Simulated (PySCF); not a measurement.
CHO2, doublet, geometry from GFN2-xTB; CAMB3LYP/6-311G** run with PySCF.

The PySCF input:
```python
from pyscf import gto, scf, dft

mol = gto.Mole()
mol.atom = '''
    O    -1.07370959   -0.42926071   -0.00428227
    C    -0.04616944    0.18751753    0.00141223
    O     1.15027992    0.11826974    0.00194013
    H    -0.33554598    1.36282262    0.01026371
'''
mol.basis = '6-311g**'
mol.spin = 1
mol.verbose = 4
mol.build()

mf = dft.UKS(mol)
mf.xc = 'camb3lyp'
mf.kernel()
```

What the program printed (banner, timings and long lists left out):

```
PySCF version 2.14.0

[INPUT] verbose = 4
[INPUT] num. atoms = 4
[INPUT] num. electrons = 23
[INPUT] charge = 0
[INPUT] spin (= nelec alpha-beta = 2S) = 1
[INPUT] symmetry False subgroup None
[INPUT] Mole.unit = angstrom
[INPUT] Symbol           X                Y                Z      unit          X                Y                Z       unit  Magmom
[INPUT]  1 O     -1.073709590000  -0.429260710000  -0.004282270000 AA   -2.029017062419  -0.811185177936  -0.008092317491 Bohr   0.0
[INPUT]  2 C     -0.046169440000   0.187517530000   0.001412230000 AA   -0.087247596925   0.354356775255   0.002668727925 Bohr   0.0
[INPUT]  3 O      1.150279920000   0.118269740000   0.001940130000 AA    2.173714015387   0.223497417424   0.003666314346 Bohr   0.0
[INPUT]  4 H     -0.335545980000   1.362822620000   0.010263710000 AA   -0.634090004399   2.575361508162   0.019395600922 Bohr   0.0

nuclear repulsion = 64.166929029181
number of shells = 28
number of NR pGTOs = 101
number of NR cGTOs = 60
basis = 6-311g**
ecp = {}

******** <class 'pyscf.dft.uks.UKS'> ********
method = UKS
initial guess = minao
damping factor = 0
level_shift factor = 0
DIIS = <class 'pyscf.scf.diis.CDIIS'>
diis_start_cycle = 1
diis_space = 8
diis_damp = 0
SCF conv_tol = 1e-09
SCF conv_tol_grad = None
SCF max_cycles = 50
direct_scf = True
direct_scf_tol = 1e-13
number electrons alpha = 12  beta = 11
XC library pyscf.dft.libxc version 7.1.2
    S. Lehtola, C. Steigemann, M. J. T. Oliveira, and M. A. L. Marques,  SoftwareX 7, 1–5 (2018)
XC functionals = camb3lyp
    T. Yanai, D. P. Tew, and N. C. Handy,  Chem. Phys. Lett. 393, 51 (2004)
radial grids:
    Treutler-Ahlrichs [JCP 102, 346 (1995); DOI:10.1063/1.469408] (M4) radial grids

becke partition: Becke, JCP 88, 2547 (1988); DOI:10.1063/1.454033
pruning grids: <function nwchem_prune>
grids dens level: 3
symmetrized grids: False
atomic radii adjust function: <function treutler_atomic_radii_adjust>
small_rho_cutoff = 0
Set gradient conv threshold to 3.16228e-05
tot grids = 52096
init E= -189.552394892958

cycle= 1 E= -188.894201425371  delta_E= 0.658  |g|= 0.656  |ddm|= 1.22
cycle= 2 E= -188.770780067894  delta_E= 0.123  |g|= 0.931  |ddm|= 0.775
cycle= 3 E= -189.060021665513  delta_E= -0.289  |g|= 0.0297  |ddm|= 0.44
cycle= 4 E= -189.060630833999  delta_E= -0.000609  |g|= 0.00875  |ddm|= 0.0307
cycle= 5 E= -189.060720833864  delta_E= -9e-05  |g|= 0.00349  |ddm|= 0.0121
cycle= 6 E= -189.060733658392  delta_E= -1.28e-05  |g|= 0.00119  |ddm|= 0.00427
cycle= 7 E= -189.060735842992  delta_E= -2.18e-06  |g|= 0.000314  |ddm|= 0.00183
cycle= 8 E= -189.060736048403  delta_E= -2.05e-07  |g|= 0.000116  |ddm|= 0.000604
cycle= 9 E= -189.060736053877  delta_E= -5.47e-09  |g|= 0.00015  |ddm|= 0.000148
cycle= 10 E= -189.060736062722  delta_E= -8.84e-09  |g|= 2.71e-05  |ddm|= 8.31e-05
cycle= 11 E= -189.060736063305  delta_E= -5.83e-10  |g|= 6.59e-06  |ddm|= 2.71e-05
Extra cycle  E= -189.060736063325  delta_E= -2.05e-11  |g|= 6.93e-06  |ddm|= 7.92e-06
converged SCF energy = -189.060736063325  <S^2> = 0.75767915  2S+1 = 2.0076645
```
